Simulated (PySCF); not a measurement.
Compound: C7H7O2 (charge -1).
Atom-mapped SMILES: `[CH3:1][C:2]#[C:3][C@@H:4]1[CH2:5][C@H:6]1[C:7](=[O:8])[O-:9]` (hydrogens: H10, H11, H12 on C1; H13 on C4; H14, H15 on C5; H16 on C6)

Structure optimised with GFN2-xTB, isolated species.

**Question.** Give the optimised bond lengths and angles.

**Answer.** 
| bond | length (pm) |
| --- | --- |
| C1–C2 | 145.2 |
| C2≡C3 | 120.2 |
| C3–C4 | 142.3 |
| C4–C5 | 150.6 |
| C5–C6 | 149.5 |
| C6–C7 | 156.8 |
| C7=O8 | 123.9 |
| C7–O9 | 123.8 |
| C4–C6 | 151.0 |
| C1–H10, C1–H11, C1–H12 | 109.2 |
| C4–H13 | 108.6 |
| C5–H14 | 108.4 |
| C5–H15 | 108.1 |
| C6–H16 | 108.5 |

Bonds in one row agree within 1 pm and their mean is given. A selection of angles:
| angle | degrees |
| --- | --- |
| C1–C2–C3 | 179.3 |
| C2–C3–C4 | 178.3 |
| C3–C4–C5 | 119.4 |
| C3–C4–C6 | 120.3 |
| C5–C4–C6 | 59.4 |
| C4–C5–C6 | 60.4 |
| C5–C6–C7 | 118.5 |
| C4–C6–C5 | 60.1 |
| C4–C6–C7 | 117.7 |
| C6–C7–O8 | 115.5 |
| C6–C7–O9 | 114.7 |
| O8–C7–O9 | 129.8 |

Torsions: C3–C4–C5–C6 -110° (anticlinal); C4–C5–C6–C7 -107° (anticlinal); C5–C6–C7–O8 40° (synclinal); C3–C4–C6–C5 108° (anticlinal).

Of the pairs four or more bonds apart, O8···H13 is among the closest relative to their van der Waals radii: 2.53 Å, 93 % of the sum of Bondi's values. C7 (carboxylate carbon) is planar (angles 129.8°, 115.5° and 114.7°, sum 360.0°, 0.00 Å off the plane of its three neighbours). The 7 C–C bonds span 1.202 Å (C2≡C3, drawn triple) to 1.568 Å (C6–C7, drawn single), a spread of 0.366 Å. The 3-membered ring C4–C5–C6 has internal angles of 59.4° to 60.4°.

Point group: C1 (no symmetry element, even within 0.4 Å). Not checked by GFN2-xTB frequencies.

One conformer stands for the species.

The numbers are calculated, not measured.
